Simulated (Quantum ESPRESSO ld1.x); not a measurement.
Results of a calculation; reference values are marked as such.
Species: Er+. Configuration: [Xe] 4f12 6s1 (the NIST ground configuration). Level of theory: Dirac Kohn-Sham, PBE, spin-unpolarised, spherical densities, point nucleus; open shells fill j = l - 1/2 first (ld1.x of Quantum ESPRESSO 7.5).

Normalised radial functions P(r) = r R(r) (large component), r in bohr:

| r | 5p3/2 | 6s1/2 |
|---|---|---|
| 0.001591 | 0.0017 | 0.0220 |
| 0.002156 | 0.0030 | 0.0274 |
| 0.002945 | 0.0054 | 0.0337 |
| 0.003992 | 0.0094 | 0.0403 |
| 0.00541 | 0.0161 | 0.0465 |
| 0.007391 | 0.0275 | 0.0511 |
| 0.01002 | 0.0453 | 0.0514 |
| 0.01368 | 0.0728 | 0.0443 |
| 0.01855 | 0.1101 | 0.0268 |
| 0.02513 | 0.1555 | -0.0026 |
| 0.03434 | 0.1993 | -0.0414 |
| 0.04654 | 0.2149 | -0.0742 |
| 0.06358 | 0.1654 | -0.0784 |
| 0.08616 | 0.0267 | -0.0325 |
| 0.1168 | -0.1715 | 0.0534 |
| 0.1595 | -0.3059 | 0.1170 |
| 0.2162 | -0.2019 | 0.0710 |
| 0.293 | 0.1443 | -0.0762 |
| 0.4003 | 0.4475 | -0.1724 |
| 0.5425 | 0.3198 | -0.0608 |
| 0.7412 | -0.2332 | 0.1802 |
| 1.004 | -0.7641 | 0.2826 |
| 1.361 | -0.9243 | 0.1106 |
| 1.86 | -0.6993 | -0.2456 |
| 2.521 | -0.3604 | -0.5315 |
| 3.416 | -0.1233 | -0.5922 |
| 4.667 | -0.0242 | -0.4233 |
| 6.325 | -0.0025 | -0.1936 |
| 8.641 | -0.0001 | -0.0484 |
| 11.71 | 0.0000 | -0.0060 |

5p3/2: eigenvalue -31.465 eV, 3 radial nodes at r = 0.0900, 0.262, 0.660 bohr, <r> = 1.53 bohr, 90 % of the charge inside 2.26 bohr. 6s1/2: eigenvalue -9.056 eV, 5 radial nodes at r = 0.0246, 0.0975, 0.253, 0.589, 1.51 bohr, <r> = 3.63 bohr, 90 % of the charge inside 5.30 bohr.
